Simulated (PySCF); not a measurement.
In(H)(Cl)(OH) (ClH₂InO), SMILES [OH][InH][Cl].

Geometry: B3LYP-D3(BJ)/def2-TZVP. The def2 effective core potentials stand for the cores of In; spin–orbit coupling is left out. One conformer was computed; it need not be the lowest.

Method: B3LYP-D3(BJ)/def2-TZVP run with PySCF.

Frequencies are harmonic and unscaled.

| mode | ν (cm⁻¹) | IR (km/mol) | moving atoms (share of kinetic energy) |
|---|---|---|---|
| 1 | 125 | 8.3 | O 54 %, Cl 23 %, In 15 % |
| 2 | 312 | 68.3 | H 94 % |
| 3 | 349 | 92.7 | Cl 68 %, In 24 %, H 8 % |
| 4 | 381 | 67.5 | H 91 % |
| 5 | 434 | 88.8 | H 87 %, Cl 9 % |
| 6 | 600 | 53.5 | O 83 %, In 11 % |
| 7 | 806 | 68.2 | H 92 % |
| 8 | 1858 | 111.8 | H 99 % |
| 9 | 3821 | 51.9 | H 94 % |
